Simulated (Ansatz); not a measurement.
GeH10Si3, SMILES `[SiH3][GeH]([SiH3])[SiH3]`. The species carries charge 0 and has multiplicity 1.

Cartesian coordinates in Å:
```
Si -1.4244 1.3170 1.1432
Ge -0.1469 0.2907 -0.5809
Si -0.6792 -2.0235 -0.7178
Si 2.1749 0.5657 -0.1436
H -1.1056 2.7662 1.2409
H -2.8797 1.1609 0.8804
H -1.1013 0.6683 2.4420
H -0.4875 0.9643 -1.9266
H -0.3529 -2.6769 0.5778
H -2.1276 -2.2128 -0.9965
H 0.1080 -2.6801 -1.7951
H 2.9885 -0.0765 -1.2099
H 2.5061 -0.0717 1.1587
H 2.5275 2.0086 -0.0725
```

Problem. List the harmonic frequencies (cm⁻¹, unscaled) at PBE0-D4/def2-TZVP in Ansatz. (Best estimate.)

Solution. The calculation gave: 68, 76, 76, 82, 82, 84, 318, 367, 367, 428, 428, 464, 545, 547, 547, 664, 664, 857, 857, 900, 934, 937, 937, 940, 940, 943, 2113, 2214, 2214, 2219, 2227, 2227, 2227, 2229, 2229, 2231.

Problem. Is this a minimum?

Solution. Yes, all 36 modes are real.

Problem. Give the ideal-gas thermochemistry at 298.15 K and 1 bar (rigid rotor, harmonic oscillator; point group C3v, symmetry number 3).

Solution. Zero-point energy 216.4 kJ/mol; H(298) − E = 247.0 kJ/mol; entropy 424.1 J/(mol·K), of which translation 172.7, rotation 112.4, vibration 139.0; G(298) − E = 120.6 kJ/mol. Modes under 100 cm⁻¹ are hindered rotations or soft bends, so the harmonic entropy is rough.
